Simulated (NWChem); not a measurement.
Program: NWChem. System: Te (+1), charge 1, spin multiplicity 4. Its SCF solution wasn't tested for a lower state. Level: UHF/def2-TZVP with def2 effective core potentials on Te.

Job file:

```
start mol
memory heap 200 mb stack 900 mb global 1100 mb
charge 1
geometry units angstroms nocenter noautoz
  Te     0.000000     0.000000     0.000000
  symmetry group D2h
end
basis spherical
  * library def2-tzvp
end
ecp
  Te library def2-ecp
end
scf
  uhf
  nopen 3
  maxiter 100
  thresh 1e-7
  semidirect memsize 60000000 filesize 0
  # guess.movecs holds the orbitals of an unrestricted PBE0 run
  vectors input guess.movecs output mol.movecs
end
task scf energy
```

NWChem printed:

```
             Northwest Computational Chemistry Package (NWChem) 7.3.0
             --------------------------------------------------------

                                NWChem Input Module
                                -------------------

 Scaling coordinates for geometry "geometry" by  1.889725989
 (inverse scale =  0.529177249)

                             Geometry "geometry" -> ""
                             -------------------------

 Output coordinates in angstroms (scale by  1.889725989 to convert to a.u.)

  No.       Tag          Charge          X              Y              Z
 ---- ---------------- ---------- -------------- -------------- --------------
    1 Te                  52.0000     0.00000000     0.00000000     0.00000000

 Effective nuclear repulsion energy (a.u.)       0.0000000000

            Nuclear Dipole moment (a.u.)
            ----------------------------
        X                 Y               Z
 ---------------- ---------------- ----------------
     0.0000000000     0.0000000000     0.0000000000

      Symmetry information
      --------------------

 Group name             D2h
 Group number             26
 Group order               8
 No. of unique centers     1

      Symmetry unique atoms

     1


 Summary of "ao basis" -> "" (spherical)
 ------------------------------------------------------------------------------
       Tag                 Description            Shells   Functions and Types
 ---------------- ------------------------------  ------  ---------------------
 *                         def2-tzvp                  on all atoms

 Summary of "ao basis" -> "ao basis" (spherical)
 ------------------------------------------------------------------------------
       Tag                 Description            Shells   Functions and Types
 ---------------- ------------------------------  ------  ---------------------
 Te                        def2-tzvp                16       50   6s5p3d2f

                                 NWChem SCF Module
                                 -----------------

  ao basis        = "ao basis"
  functions       =    50
  atoms           =     1
  alpha electrons =    13
  beta  electrons =    10
  charge          =   1.00
  wavefunction    = UHF
  use symmetry    = T
  symmetry adapt  = T

 Summary of "ao basis" -> "ao basis" (spherical)
 ------------------------------------------------------------------------------
       Tag                 Description            Shells   Functions and Types
 ---------------- ------------------------------  ------  ---------------------
 Te                        def2-tzvp                16       50   6s5p3d2f

      Symmetry analysis of basis
      --------------------------

        ag         12
        au          2
        b1g         3
        b1u         9
        b2g         3
        b2u         9
        b3g         3
        b3u         9

 Forming initial guess at       0.1s

   Symmetry analysis of molecular orbitals - initial alpha
   -------------------------------------------------------

  Numbering of irreducible representations:

     1 ag          2 au          3 b1g         4 b1u         5 b2g
     6 b2u         7 b3g         8 b3u

  Orbital symmetries:

     1 ag          2 b3u         3 b2u         4 b1u         5 ag
     6 ag          7 b1g         8 b3g         9 b2g        10 ag
    11 b1u        12 b3u        13 b2u        14 ag         15 b1g
    16 ag         17 b2g        18 b3g        19 b1u        20 b2u
    21 b3u        22 ag         23 au

   Symmetry analysis of molecular orbitals - initial beta
   ------------------------------------------------------

  Numbering of irreducible representations:

     1 ag          2 au          3 b1g         4 b1u         5 b2g
     6 b2u         7 b3g         8 b3u

  Orbital symmetries:

     1 ag          2 b2u         3 b3u         4 b1u         5 ag
     6 b1g         7 ag          8 b2g         9 b3g        10 ag
    11 b3u        12 b2u        13 b1u        14 b1u        15 b3u
    16 b2u        17 ag         18 b1g        19 ag         20 b2g
    21 b3g        22 ag         23 au

 Starting SCF solution at       0.2s

 ----------------------------------------------
         Quadratically convergent UHF

 Convergence threshold     :          1.000E-07
 Maximum no. of iterations :          100
 Integral*density screening:          1.000E-09
 ----------------------------------------------

              iter       energy          gnorm     gmax       time
             ----- ------------------- --------- --------- --------
                 1     -266.7174740073  2.44D-01  8.29D-02      0.8
                 2     -266.7216003556  6.91D-03  1.45D-03      0.8
                 3     -266.7216034514  1.20D-05  4.19D-06      0.9
                 4     -266.7216034515  9.93D-09  3.51D-09      0.9

       Final UHF  results
       ------------------

         Total SCF energy =   -266.721603451451
      One electron energy =   -459.058075862696
      Two electron energy =    192.336472411244
 Nuclear repulsion energy =      0.000000000000

                       Sz =      1.5000
                 Sz(Sz+1) =      3.7500
                      S^2 =      3.7517

        Time for solution =      0.8s

       Symmetry analysis of molecular orbitals - alpha
       -----------------------------------------------

  Numbering of irreducible representations:

     1 ag          2 au          3 b1g         4 b1u         5 b2g
     6 b2u         7 b3g         8 b3u

  Orbital symmetries:

     1 ag          2 b1u         3 b3u         4 b2u         5 ag
     6 b3g         7 b2g         8 b1g         9 ag         10 ag
    11 b1u        12 b3u        13 b2u        14 b3u        15 b2u
    16 b1u        17 b3g        18 b2g        19 ag         20 ag
    21 b1g        22 ag         23 b1u

       Symmetry analysis of molecular orbitals - beta
       ----------------------------------------------

  Numbering of irreducible representations:

     1 ag          2 au          3 b1g         4 b1u         5 b2g
     6 b2u         7 b3g         8 b3u

  Orbital symmetries:

     1 ag          2 b1u         3 b2u         4 b3u         5 b3g
     6 b2g         7 b1g         8 ag          9 ag         10 ag
    11 b2u        12 b3u        13 b1u        14 b2u        15 b3u
    16 b1u        17 ag         18 b1g        19 b2g        20 b3g
    21 ag         22 ag         23 b2u

          Final alpha eigenvalues
          -----------------------

              1
    1   -7.4684
    2   -5.4332
    3   -5.4332
    4   -5.4332
    5   -2.2867
    6   -2.2867
    7   -2.2867
    8   -2.2867
    9   -2.2867
   10   -1.1669
   11   -0.6923
   12   -0.6923
   13   -0.6923
   14    0.0165
   15    0.0165
   16    0.0165
   17    0.0408
   18    0.0408
   19    0.0408
   20    0.0408
   21    0.0408
   22    0.1241
   23    0.6990

          Final beta eigenvalues
          ----------------------

              1
    1   -7.4484
    2   -5.4131
    3   -5.4131
    4   -5.4131
    5   -2.2696
    6   -2.2696
    7   -2.2696
    8   -2.2696
    9   -2.2696
   10   -0.9037
   11   -0.2611
   12   -0.2611
   13   -0.2611
   14    0.0538
   15    0.0538
   16    0.0538
   17    0.1419
   18    0.1419
   19    0.1419
   20    0.1419
   21    0.1419
   22    0.1755
   23    0.7787

                    UHF Final Alpha Molecular Orbital Analysis
                    ------------------------------------------

 Vector   11  Occ=1.000000D+00  E=-6.922859D-01  Symmetry=b1u
              MO Center=  3.7D-21,  3.7D-21, -1.4D-19, r^2= 1.9D+00
   Bfn.  Coefficient  Atom+Function         Bfn.  Coefficient  Atom+Function
  ----- ------------  ---------------      ----- ------------  ---------------
    18      0.653575  1 Te pz                12     -0.475201  1 Te pz
    15      0.402651  1 Te pz

 Vector   12  Occ=1.000000D+00  E=-6.922859D-01  Symmetry=b3u
              MO Center= -8.6D-19,  2.1D-34,  2.1D-34, r^2= 1.9D+00
   Bfn.  Coefficient  Atom+Function         Bfn.  Coefficient  Atom+Function
  ----- ------------  ---------------      ----- ------------  ---------------
    16      0.653575  1 Te px                10     -0.475201  1 Te px
    13      0.402651  1 Te px

 Vector   13  Occ=1.000000D+00  E=-6.922859D-01  Symmetry=b2u
              MO Center=  2.1D-29,  7.3D-20, -1.6D-29, r^2= 1.9D+00
   Bfn.  Coefficient  Atom+Function         Bfn.  Coefficient  Atom+Function
  ----- ------------  ---------------      ----- ------------  ---------------
    17      0.653575  1 Te py                11     -0.475201  1 Te py
    14      0.402651  1 Te py

 Vector   14  Occ=0.000000D+00  E= 1.647862D-02  Symmetry=b3u
              MO Center= -2.3D-20, -6.1D-28,  3.0D-28, r^2= 7.5D+00
   Bfn.  Coefficient  Atom+Function         Bfn.  Coefficient  Atom+Function
  ----- ------------  ---------------      ----- ------------  ---------------
    19      1.572962  1 Te px                16     -1.198476  1 Te px
    10      0.210031  1 Te px

 Vector   15  Occ=0.000000D+00  E= 1.647862D-02  Symmetry=b2u
              MO Center=  1.5D-31, -3.2D-22, -8.7D-32, r^2= 7.5D+00
   Bfn.  Coefficient  Atom+Function         Bfn.  Coefficient  Atom+Function
  ----- ------------  ---------------      ----- ------------  ---------------
    20      1.572962  1 Te py                17     -1.198476  1 Te py
    11      0.210031  1 Te py

 Vector   16  Occ=0.000000D+00  E= 1.647862D-02  Symmetry=b1u
              MO Center=  1.0D-24,  1.0D-24,  2.5D-22, r^2= 7.5D+00
   Bfn.  Coefficient  Atom+Function         Bfn.  Coefficient  Atom+Function
  ----- ------------  ---------------      ----- ------------  ---------------
    21      1.572962  1 Te pz                18     -1.198476  1 Te pz
    12      0.210031  1 Te pz

                     UHF Final Beta Molecular Orbital Analysis
                     -----------------------------------------

 Vector    8  Occ=1.000000D+00  E=-2.269649D+00  Symmetry=ag
              MO Center= -4.4D-18,  3.0D-18, -1.4D-17, r^2= 3.0D-01
   Bfn.  Coefficient  Atom+Function         Bfn.  Coefficient  Atom+Function
  ----- ------------  ---------------      ----- ------------  ---------------
    24      0.921939  1 Te d  0

 Vector    9  Occ=1.000000D+00  E=-2.269649D+00  Symmetry=ag
              MO Center= -4.3D-22, -5.0D-22, -2.0D-24, r^2= 3.0D-01
   Bfn.  Coefficient  Atom+Function         Bfn.  Coefficient  Atom+Function
  ----- ------------  ---------------      ----- ------------  ---------------
    26      0.921939  1 Te d  2

 Vector   10  Occ=1.000000D+00  E=-9.036608D-01  Symmetry=ag
              MO Center= -1.3D-37,  5.2D-37, -1.5D-37, r^2= 1.4D+00
   Bfn.  Coefficient  Atom+Function         Bfn.  Coefficient  Atom+Function
  ----- ------------  ---------------      ----- ------------  ---------------
     5      0.878065  1 Te s                  2      0.672971  1 Te s
     3     -0.550957  1 Te s                  4     -0.432258  1 Te s
     6      0.416136  1 Te s                  1     -0.401424  1 Te s

 Vector   11  Occ=0.000000D+00  E=-2.611081D-01  Symmetry=b2u
              MO Center= -8.8D-33,  1.2D-18, -1.6D-32, r^2= 2.7D+00
   Bfn.  Coefficient  Atom+Function         Bfn.  Coefficient  Atom+Function
  ----- ------------  ---------------      ----- ------------  ---------------
    17      0.480395  1 Te py                20      0.403273  1 Te py
    11     -0.393248  1 Te py                14      0.307666  1 Te py

 Vector   12  Occ=0.000000D+00  E=-2.611081D-01  Symmetry=b3u
              MO Center= -1.3D-18,  1.6D-30,  3.0D-30, r^2= 2.7D+00
   Bfn.  Coefficient  Atom+Function         Bfn.  Coefficient  Atom+Function
  ----- ------------  ---------------      ----- ------------  ---------------
    16      0.480395  1 Te px                19      0.403273  1 Te px
    10     -0.393248  1 Te px                13      0.307666  1 Te px

 Vector   13  Occ=0.000000D+00  E=-2.611081D-01  Symmetry=b1u
              MO Center=  9.6D-29, -1.1D-28, -3.7D-18, r^2= 2.7D+00
   Bfn.  Coefficient  Atom+Function         Bfn.  Coefficient  Atom+Function
  ----- ------------  ---------------      ----- ------------  ---------------
    18      0.480395  1 Te pz                21      0.403273  1 Te pz
    12     -0.393248  1 Te pz                15      0.307666  1 Te pz

 center of mass
 --------------
 x =   0.00000000 y =   0.00000000 z =   0.00000000

 moments of inertia (a.u.)
 ------------------
           0.000000000000           0.000000000000           0.000000000000
           0.000000000000           0.000000000000           0.000000000000
           0.000000000000           0.000000000000           0.000000000000

  Mulliken analysis of the total density
  --------------------------------------

    Atom       Charge   Shell Charges
 -----------   ------   -------------------------------------------------------
    1 Te  24    23.00   0.29 -0.85  1.57  0.99  1.28  0.72 -0.50  6.46  0.94  1.85  0.26  9.10  0.89  0.02  0.00  0.00

  Mulliken analysis of the alpha density
  --------------------------------------

    Atom       Charge   Shell Charges
 -----------   ------   -------------------------------------------------------
    1 Te  24    13.00   0.14 -0.42  0.78  0.49  0.64  0.36 -0.26  3.25  0.90  1.85  0.26  4.52  0.47  0.01  0.00  0.00

   Mulliken analysis of the beta density
   -------------------------------------

    Atom       Charge   Shell Charges
 -----------   ------   -------------------------------------------------------
    1 Te  24    10.00   0.14 -0.43  0.79  0.50  0.64  0.36 -0.24  3.20  0.04 -0.00  0.00  4.58  0.42  0.00  0.00  0.00

   Mulliken analysis of the spin density
   -------------------------------------

    Atom       Charge   Shell Charges
 -----------   ------   -------------------------------------------------------
    1 Te  24     3.00  -0.00  0.00 -0.00 -0.01  0.00  0.01 -0.03  0.05  0.86  1.85  0.26 -0.06  0.05  0.01  0.00  0.00

       Multipole analysis of the density wrt the origin
       ------------------------------------------------

     L   x y z        total         alpha         beta         nuclear
     -   - - -        -----         -----         ----         -------
     0   0 0 0      1.000000    -13.000000    -10.000000     24.000000

     1   1 0 0      0.000000      0.000000      0.000000      0.000000
     1   0 1 0      0.000000      0.000000     -0.000000      0.000000
     1   0 0 1      0.000000      0.000000      0.000000      0.000000

     2   2 0 0    -15.813650    -11.410421     -4.403228      0.000000
     2   1 1 0      0.000000      0.000000     -0.000000      0.000000
     2   1 0 1     -0.000000     -0.000000      0.000000      0.000000
     2   0 2 0    -15.813650    -11.410421     -4.403228      0.000000
     2   0 1 1     -0.000000     -0.000000      0.000000      0.000000
     2   0 0 2    -15.813650    -11.410421     -4.403228      0.000000

 Task  times  cpu:        0.9s     wall:        0.9s

 Total times  cpu:        1.0s     wall:        1.0s
```
